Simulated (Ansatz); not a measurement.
Be2I5⁻. The state is a singlet with charge -1. Geometry r2SCAN-D4/def2-SVPD, basis def2-TZVPD, Ansatz.

Cartesian coordinates in Å:
```
Be -0.121 0.012 1.929
Be -0.020 -0.118 -1.931
I -1.319 0.273 -3.779
I -0.015 -1.384 3.745
I -1.252 -0.944 -0.003
I 2.251 -0.046 -1.789
I 0.477 2.207 1.828
```

```json
{"run": "A", "HOMO (eV)": "-3.94", "LUMO (eV)": "1.98"}
{"run": "B", "HOMO (eV)": "-2.85", "LUMO (eV)": "1.28"}
{"run": "C", "HOMO (eV)": "-3.68", "LUMO (eV)": "1.89"}
{"run": "D", "HOMO (eV)": "-3.13", "LUMO (eV)": "1.60"}
```

In the def2 sets I takes a core potential; there is no spin–orbit coupling. B3LYP takes the VWN-RPA correlation. Another isomer (singlet) lies 0.24 eV lower at PBE0-D4/def2-TZVPD; other spin states weren't run for this one.

Q: The runs used B3LYP, PBE, PBE0, r2SCAN. Estimate which is which.

A: A PBE0 (25 % exact exchange); B PBE (0 % exact exchange); C B3LYP (20 % exact exchange); D r2SCAN (0 % exact exchange). Exact exchange lowers occupied and raises empty levels; among semilocal functionals meta-GGAs tend to open the gap a little, and such runs are hard to tell apart. The gap grows from 4.13 eV (PBE) to 5.92 eV (PBE0).
